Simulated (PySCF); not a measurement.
Compound: C₃H₆Cl₂OSi.
SMILES with atom numbers: `[CH2:1]=[C:2]([O:3][SiH3:4])[CH:5]([Cl:6])[Cl:7]` (hydrogens: H8, H9 on C1; H10, H11, H12 on Si4; H13 on C5)

Geometry (PBE0-D3(BJ)/def2-SVP, Å), atoms numbered from 1 in this order:
```xyz
13
C3H6Cl2OSi angstrom
C     -0.5901    0.3121   -1.3662
C     -0.5207   -0.1801   -0.1268
O      0.6124   -0.4227    0.5630
Si     2.1454    0.2009    0.2468
C     -1.7019   -0.5361    0.7371
Cl    -1.7973    0.6122    2.1063
Cl    -3.2363   -0.6040   -0.1378
H      0.3119    0.5493   -1.9348
H     -1.5580    0.4730   -1.8374
H      2.6965   -0.3821   -1.0119
H      2.9723   -0.2021    1.4117
H      2.0582    1.6834    0.1139
H     -1.5351   -1.5236    1.1856
```

Method used: PySCF 2.14.0, density-fitted response routines, TDDFT CAM-B3LYP/def2-SVPD, vertical, gas phase, core orbitals frozen in the response.

Ground-to-excited transition dipoles (e·a0, same axes as the geometry; the sign carries no meaning), for the states with f of 0.002 or more among the lowest 8:

```json
{"state": "S1", "E (eV)": "6.251", "μx": "0.064", "μy": "0.223", "μz": "-0.918"}
{"state": "S2", "E (eV)": "6.533", "μx": "0.050", "μy": "-0.025", "μz": "0.480"}
{"state": "S4", "E (eV)": "6.850", "μx": "0.256", "μy": "0.025", "μz": "0.330"}
{"state": "S5", "E (eV)": "7.029", "μx": "0.049", "μy": "-0.219", "μz": "-0.059"}
{"state": "S6", "E (eV)": "7.268", "μx": "0.120", "μy": "0.058", "μz": "0.308"}
{"state": "S7", "E (eV)": "7.387", "μx": "0.025", "μy": "0.069", "μz": "0.137"}
{"state": "S8", "E (eV)": "7.524", "μx": "-0.186", "μy": "0.121", "μz": "0.120"}
```

Problem. What oscillator strength does each state have?

Solution. f = (2/3) ΔE |μ|² with ΔE in hartree (27.2114 eV).

```tsv
state	|μ|² (au)	|μ| (D)	f
S1	0.897	2.41	0.137
S2	0.233	1.23	0.037
S4	0.175	1.06	0.029
S5	0.054	0.59	0.009
S6	0.112	0.85	0.020
S7	0.024	0.39	0.004
S8	0.063	0.64	0.012
```

Problem. Which bond between heavy atoms lies closest to the direction of the S1 transition dipole?

Solution. C1–C2, at 11° from it; next C2–C5 at 48°.

Problem. What angle do the transition dipoles of S1 and S6 make?

Solution. |cos θ| = |μa·μb| / (|μa| |μb|) = 0.82, so θ ≈ 34° (taken between 0 and 90°, since the signs are arbitrary).

Problem. How is the summed strength of these states shared among x, y and z?

Solution. (2/3) Σ ΔE μα² gives 0.021 for x, 0.020 for y and 0.208 for z, 0.249 in all.

Problem. What peak molar absorption coefficient would the strongest computed level give as a lone Gaussian band 0.5 eV wide at half height?

Solution. ε(max) = 2.175×10⁸ f / FWHM, with the width in cm⁻¹. S1: 2.175×10⁸ × 0.1374 / 4033 ≈ 7400 L mol⁻¹ cm⁻¹.

All these states lie below the vertical ionisation energy of 9.48 eV (ΔSCF).

One conformer stands for the species.
